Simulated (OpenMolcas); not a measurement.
## Os5+: moving or changing the point charges

Os5+ among 6 point charges of -1.7 e arranged as an octahedron (Oh), 2.25 Å from the ion.

```yaml
Program: OpenMolcas 26.06
Method: CASSCF
Basis: ANO-RCC-VDZP [7s6p4d2f1g]
Scalar_Hamiltonian: DKH2, point nucleus
Active_space: 3 electrons in 5 orbitals (5d)
State_averaging: 2S+1 = 4 even, 10 roots; 2S+1 = 2 even, 40 roots
Spin-orbit_coupling: state interaction with AMFI integrals over the reference wave functions
```

Runs around this geometry, states (labels of O, the rotations of Oh). Energies in cm-1 above the lowest state or level, χT in cm3 K/mol; 10Dq and B are least-squares fits to the states below 45000 cm-1, weighted by degeneracy, with a free offset, and given where the rms deviation is under 5 % of |10Dq| (or 100 cm-1) and under 700 cm-1.

| R (Å) | q (e) | Ground state | First state of that spin | 10Dq | B (rms of fit) | First gap with spin-orbit (degeneracies) | χT at 300 K | First state of another spin |
| --- | --- | --- | --- | --- | --- | --- | --- | --- |
| 2.25 | -0.85 | 4A2 | 4T2 2314 | 2376 | 899 (29) | 6840 (4, 4) | 0.120 | 2E 16195 |
| 2.25 | -1.7 | 4A2 | 4T2 4602 | 4739 | 897 (54) | 7128 (4, 4) | 0.119 | 2E 16603 |
| 2.48 | -1.7 | 4A2 | 4T2 2849 | 2933 | 899 (36) | 6872 (4, 4) | 0.119 | 2E 16329 |

Taking |10Dq| as R^-n, n = -ln(2933 / 4739) / ln(2.48 / 2.25) = 4.9 between the shortest and longest distance. The point-charge formula for a cubic d site gives n = 5.

Scaling the charges by -0.85 / -1.7 = 0.50 scales |10Dq| by 2376 / 4739 = 0.50; with fixed orbitals a first-order splitting would follow the charge.

Without dynamic correlation the repulsion within the d shell is too large (B by tens of per cent), so at a given field states of lower spin stand too high. Spin-orbit coupling mixes the spin-free states strongly: the lowest level takes only 38 % from its leading state, 4T2, which lies 2314 cm-1 above the lowest spin-free state (figures for R = 2.25, q = -0.85; the like holds for R = 2.25, q = -1.7, R = 2.48, q = -1.7). This field is weak: 10Dq is about 2376 cm-1, while octahedral complexes of 5d ions of charge 3 and more, computed by the same method with explicit ligands, had a median near 35000 cm-1. Ground spin and moment need not be those of a real site (figures for R = 2.25, q = -0.85; the like holds for R = 2.25, q = -1.7, R = 2.48, q = -1.7). The ground term spreads over less than 5000 cm-1, several times less than with real ligands, so orbital moments are less quenched and χT lies further from the spin-only value than at real sites (holds for R = 2.25, q = -0.85). This is an electrostatic model: the charges have no orbitals. No measured value stands beside these numbers.
